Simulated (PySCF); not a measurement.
Compound: C₇H₉PS.
Numbering: `[CH3:1][CH2:2]/[CH:3]=[P:4]/[c:5]1[cH:6][cH:7][s:8][cH:9]1` (hydrogens: H10, H11, H12 on C1; H13, H14 on C2; H15 on C3; H16 on C6; H17 on C7; H18 on C9)

Level: PBE0/pcSseg-1 and B3LYP/def2-SVPD in PySCF, non-relativistic, on one gas-phase PBE0-D3(BJ)/def2-SVP geometry that isn't relaxed in the solvent. The solvent is an IEF-PCM continuum (Bondi radii, 1.10 Å for H, scaled by 1.2). The model holds no explicit solvent molecules, cavitation or dispersion.

Gas phase at PBE0/pcSseg-1: HOMO -6.53 eV, LUMO -1.53 eV, dipole 1.08 D.

Task: What does the continuum do to the energy, the frontier levels and the dipole at PBE0/pcSseg-1 in acetone and acetonitrile?

Result: 
| solvent | ε | E(solvent) − E(gas) (kcal/mol) | polarisation term (kcal/mol) | distortion of the solute (kcal/mol) | HOMO (eV) | LUMO (eV) | dipole (D) |
| --- | --- | --- | --- | --- | --- | --- | --- |
| acetone | 20.49 | -3.93 | -4.55 | 0.62 | -6.56 | -1.57 | 1.72 |
| acetonitrile | 35.69 | -4.09 | -4.77 | 0.68 | -6.57 | -1.57 | 1.75 |

Polarisation term: ½ Σ q·V over the induced surface charges. Distortion: the rise of the solute's own energy as its density leaves the gas-phase optimum. From acetone to acetonitrile the lowering changes by a factor 1.04, Onsager's factor (ε − 1)/(2ε + 1) by 1.03 and ε itself by 1.7.

Task: Which radius a makes the point-dipole formula ΔE = −[(ε − 1)/(2ε + 1)]·μ²/a³ give the value in acetonitrile, with the gas-phase dipole?

Result: μ = 0.427 au and |ΔE| = 0.00652 Eh give a = 1.26 Å; the farthest nucleus lies 4.99 Å from the centroid of the nuclei, so such a sphere wouldn't even hold the nuclei. The formula assumes a rigid point dipole at the centre of a sphere.

Task: Which Mulliken charges (PBE0/pcSseg-1) respond most in acetone (means over atoms taken as equivalent)?

Result: 
| atoms | environment | gas (e) | solvent (e) | change |
| --- | --- | --- | --- | --- |
| P4 | phosphorus bonded to 2 C | +0.461 | +0.402 | -0.059 |
| H18 | aromatic hydrogen | +0.133 | +0.155 | +0.022 |
| H17 | aromatic hydrogen | +0.141 | +0.162 | +0.021 |
| H15 | hydrogen on carbon | +0.147 | +0.167 | +0.020 |
| C5 | substituted aromatic carbon | -0.366 | -0.381 | -0.015 |
| C6 | aromatic CH carbon | -0.020 | -0.035 | -0.015 |
| H16 | aromatic hydrogen | +0.099 | +0.113 | +0.014 |
| S8 | thiophene-type sulfur | +0.270 | +0.257 | -0.013 |

Task: Which Mayer bond orders change most in acetone?

Result: 
```csv
bond,length (Å),gas,solvent,change
C5–C6,1.433,1.239,1.228,-0.011
C7–S8,1.718,1.174,1.167,-0.007
C2–H13,1.107,0.929,0.924,-0.005
C2–H14,1.107,0.928,0.923,-0.005
C2–C3,1.494,1.047,1.051,+0.004
S8–C9,1.714,1.193,1.189,-0.004
C3–H15,1.098,0.931,0.927,-0.004
C7–H17,1.089,0.952,0.949,-0.003
```

Gas phase at B3LYP/def2-SVPD: HOMO -6.29 eV, LUMO -1.70 eV, dipole 0.99 D.

Task: What does the continuum do to the energy, the frontier levels and the dipole at B3LYP/def2-SVPD in acetone?

Result: 
```json
{"solvent": "acetone", "ε": "20.49", "E(solvent) − E(gas) (kcal/mol)": "-3.48", "polarisation term (kcal/mol)": "-4.11", "distortion of the solute (kcal/mol)": "0.63", "HOMO (eV)": "-6.29", "LUMO (eV)": "-1.70", "dipole (D)": "1.62"}
```

Task: How does the static polarisability (B3LYP/def2-SVPD, frozen core, with the continuum's full static response) change?

Result: 
```tsv
medium	isotropic (au)	principal values (au)	⟨r²⟩ of the electrons (bohr²)
gas	133.0	86.7, 121.9, 190.3	2326.7
acetone	188.5	127.9, 185.0, 252.4	2325.0
```

The isotropic value in acetone is 1.42 times the gas-phase one; no cavity-field correction is applied. ⟨r²⟩ is taken about the centre of nuclear charge.

Conformer computed: `[CH3:1][CH2:2]/[CH:3]=[P:4]/[c:5]1[cH:6][cH:7][s:8][cH:9]1`: C1–C2–C3–P4 -1°, C3–P4–C5–C6 -146°.
